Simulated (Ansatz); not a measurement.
Program: Ansatz. Geometries: PBE0-D4/def2-TZVP. ΔE: electronic, gas phase. CBS: MP2 limit from def2 TZ/QZ plus the TZ coupled-cluster correction, frozen cores. Functionals use def2-TZVPP. B3LYP here is the variant with VWN-RPA as its local correlation; programs differ in this. For Ga, Se outer-core shells are correlated without core-valence functions, which leaves a few kJ/mol of doubt a bond. Scalar relativity is left out up to krypton. Each species was taken in one conformer, which may not be the lowest.

Reaction (redistribution): `[SiH3][O][GaH2]` + `C[Se]CN` → `NC[Se][SiH3]` + `C[O][GaH2]`

```tsv
level	ΔE (kJ/mol)	difference from CCSD(T)/CBS
ωB97X-V	98.3	-4.9
ωB97M-V	99.7	-3.5
B2PLYP	107.3	4.1
PBE	89.1	-14.1
r2SCAN	100.5	-2.7
PBE0	93.4	-9.8
B3LYP	104.5	1.3
HF/def2-TZVPP	115.5	12.3
SCS-MP2/def2-TZVPP	111.6	8.4
CCSD/def2-TZVPP	107.2	4.0
CCSD(T)/def2-TZVPP	105.2	2.0
MP2/def2-QZVPP	109.9	6.7
SCS-MP2/def2-QZVPP	111.7	8.5
HF/CBS(def2)	118.0	14.8
MP2/CBS(def2)	108.3	5.1
CCSD/CBS(def2)	105.1	1.9
CCSD(T)/CBS	103.2	0
```

Largest T1 diagnostic among the species: 0.015.

The D4 term adds −3.1 kJ/mol with B3LYP and −1.5 kJ/mol with PBE0; it sums over pairs of atoms, weighted by their polarisabilities, and B3LYP, whose exchange is more repulsive, gets the larger term. In def2-TZVPP, CCSD(T) changes the Hartree–Fock value by −10.3 kJ/mol (the triples alone add −1.9 kJ/mol) and MP2 by −5.2 kJ/mol.
